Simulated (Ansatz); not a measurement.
A nudged elastic band was laid between two geometries of a periodic cell of 14 atoms, Cu$_{12}$HF (surface Cu(111), adsorbate HF).

Theory: Ansatz, DFT PBE-D3(BJ), scalar-relativistic, plane waves, PAW. Settings: cutoff 420 eV, k mesh 4x4x1, fermi-dirac smearing 0.15 eV, no spin polarisation.

- movable images: 7
- climbing image: yes
- spring: 5.0 eV/Å²
- optimiser: quadratic models (default)
- start path: IDPP
- force threshold: 0.05 eV/Å
- iteration limit: 40
- end points: relaxed
- atoms held: 1 to 4

Image 0:

```xyz
14
Lattice="5.1053 0.0000 0.0000 2.5527 4.4213 0.0000 0.0000 0.0000 17.1685" Properties=species:S:1:pos:R:3
Cu 1.276 0.737 1.000
Cu 3.829 0.737 1.000
Cu 2.553 2.948 1.000
Cu 5.105 2.948 1.000
Cu -0.001 1.473 3.045
Cu 2.553 1.476 3.042
Cu 1.279 3.687 3.040
Cu 3.826 3.685 3.044
Cu 0.002 0.003 5.095
Cu 2.551 0.000 5.074
Cu 1.275 2.214 5.079
Cu 3.829 2.213 5.090
F 4.620 -0.236 7.853
H 3.908 -0.586 7.338
```

Image 8:

Only the atoms that move by more than 0.05 Å are listed.
```
F13 5.896 1.975 7.853
H14 5.184 1.624 7.338
```

**Question.** Which bonds break or form, and what moves?

**Answer.** The atom that moves furthest is H14, by 2.55 Å; four of its nearest neighbours are F13 0.95, Cu9 2.61, Cu10 2.70, Cu11 2.78 Å at the first end and F13 0.95, Cu11 2.61, Cu12 2.70, Cu9 2.78 Å at the last.

**Question.** What energy profile does the band end with?

**Answer.** It converged. The highest image is number 6 of 0 to 8, 0.010 eV above the ends, which have the same energy within 2 meV. By the program's own check the climbing image is of a kind that is not told: the force calls were inconclusive, a negative curvature could not be distinguished from the path's own, the only one lies far off the path, or fixed occupations may fill a level only in part (lowest curvatures found: -0.06 and 0.02 eV/Å²). Limits of this set-up: coarse k mesh, thin slab, slab without dipole correction, a typed lattice constant that wasn't relaxed here.

```json
{"image": "0", "path coordinate (Å)": "0.00", "energy (eV)": "0.000"}
{"image": "1", "path coordinate (Å)": "0.53", "energy (eV)": "0.003"}
{"image": "2", "path coordinate (Å)": "1.06", "energy (eV)": "0.001"}
{"image": "3", "path coordinate (Å)": "1.59", "energy (eV)": "0.001"}
{"image": "4", "path coordinate (Å)": "2.12", "energy (eV)": "0.005"}
{"image": "5", "path coordinate (Å)": "2.65", "energy (eV)": "0.005"}
{"image": "6", "path coordinate (Å)": "3.17", "energy (eV)": "0.010"}
{"image": "7", "path coordinate (Å)": "3.68", "energy (eV)": "0.004"}
{"image": "8", "path coordinate (Å)": "4.19", "energy (eV)": "0.000"}
```

**Question.** What is the geometry of the highest image?

**Answer.** 
```xyz
14
Lattice="5.1053 0.0000 0.0000 2.5527 4.4213 0.0000 0.0000 0.0000 17.1685" Properties=species:S:1:pos:R:3:forces:R:3
Cu 1.276 0.737 1.000 0.00 0.00 -0.03
Cu 3.829 0.737 1.000 0.00 0.00 0.02
Cu 2.553 2.948 1.000 0.00 0.00 0.00
Cu 5.105 2.948 1.000 -0.01 0.00 0.01
Cu -0.002 1.471 3.040 0.00 0.00 0.01
Cu 2.545 1.471 3.043 0.00 0.00 0.00
Cu 1.273 3.681 3.046 0.00 0.01 0.00
Cu 3.825 3.686 3.043 0.00 0.00 0.00
Cu -0.009 -0.004 5.088 0.00 -0.01 -0.01
Cu 2.549 -0.004 5.093 0.00 0.00 0.00
Cu 1.267 2.206 5.091 0.00 0.01 -0.01
Cu 3.818 2.208 5.069 0.00 0.01 0.01
F 5.525 1.143 7.917 -0.01 0.00 0.00
H 4.853 1.466 7.337 0.02 0.00 0.01
```

Run time: 11 min on 4 threads of Intel(R) Xeon(R) 6975P-C (Granite Rapids), with other jobs on the host, peak memory 4.6 GiB.
